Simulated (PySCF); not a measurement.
Sn(F)2(Me)(OH) (CH₄F₂OSn), SMILES [CH3][Sn]([OH])([F])[F].

Geometry optimised at B3LYP-D3(BJ)/def2-SVP. The structure was generated by enumeration; whether it is a known compound was not checked. The def2 effective core potentials stand for the cores of Sn; spin–orbit coupling is left out. One conformer was computed; it need not be the lowest.

All values below come from IEF-PCM-B3LYP/def2-SVP (PySCF).

The values are the electrostatic part of the solvation free energy, E(continuum) − E(gas) at the gas-phase geometry, in a cavity of scaled van der Waals radii (PySCF's table); cavitation and dispersion terms are not included. A continuum can't describe solvent molecules that bind to the metal. In vacuum the orbital gap is 7.03 eV. The dipole moment in vacuum is 2.84 D.

```
solvent         ε  ΔG(elec) (kcal/mol)  dipole (D)  gap (eV)
----------  -----  -------------------  ----------  --------
water       78.36                 -9.9        3.45      7.12
2-propanol  19.26                 -9.3        3.42      7.12
acetone     20.49                 -9.4        3.42      7.12
```
